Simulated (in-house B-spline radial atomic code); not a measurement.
Radial electron density of Pr III (Pr2+), [Xe] 4f3. Level of theory: scalar-relativistic (X2C) TPSSh, spin-polarised, spherical fractional occupations, exact exchange averaged over the configuration, Fermi nucleus of rms radius 4.8919 fm; calculated with an all-electron radial atomic-structure program (B-spline basis).

One-electron X2C: radii and densities carry no picture-change correction, so inner-shell <1/r> comes out high (for 1s by about 2 % at Z = 33, 5 % at 54, 10 % at 75, 30 % at 118) and <r> low.

Columns: r (bohr), 4πr²n(r) (electrons per bohr), bar.

```
0.000634    2.248 #
0.000781    3.095 #
0.000963    4.251 ##
 0.00119    5.834 ###
 0.00146    7.878 ###
  0.0018    10.64 #####
 0.00222    14.27 ######
 0.00273    18.86 ########
 0.00337    24.73 ###########
 0.00415     31.8 ##############
 0.00511     40.1 #################
  0.0063    49.41 #####################
 0.00776    59.03 #########################
 0.00956       68 #############################
  0.0118    75.05 ################################
  0.0145    78.68 ##################################
  0.0179    78.25 ##################################
   0.022    74.36 ################################
  0.0271    69.51 ##############################
  0.0334    67.89 #############################
  0.0412    73.26 ################################
  0.0508    85.44 #####################################
  0.0626    98.17 ##########################################
  0.0771    102.1 ############################################
   0.095    93.16 ########################################
   0.117    79.39 ##################################
   0.144    75.18 ################################
   0.178     83.8 ####################################
   0.219    88.17 ######################################
    0.27     72.3 ###############################
   0.332    46.12 ####################
   0.409     32.8 ##############
   0.504    36.38 ################
   0.621    38.31 #################
   0.766    28.88 ############
   0.943    17.12 #######
    1.16    10.97 #####
    1.43    8.668 ####
    1.76    6.351 ###
    2.17    3.485 ##
    2.68    1.311 #
     3.3   0.3389 
    4.07  0.05988 
    5.01 0.007229 
    6.17 0.0006882
```

On this grid the curve has 4 maxima, near 0.0145, 0.0771, 0.219, 0.621 bohr.

The 4f up radial function P(r) = rR(r), positive near the nucleus:

```tsv
r (bohr)	P
0.0334	0.001303
0.0508	0.005437
0.0771	0.02048
0.117	0.0677
0.178	0.1897
0.27	0.4236
0.409	0.729
0.621	0.9314
0.943	0.8671
1.43	0.6202
2.17	0.3444
3.3	0.1381
5.01	0.03483
```
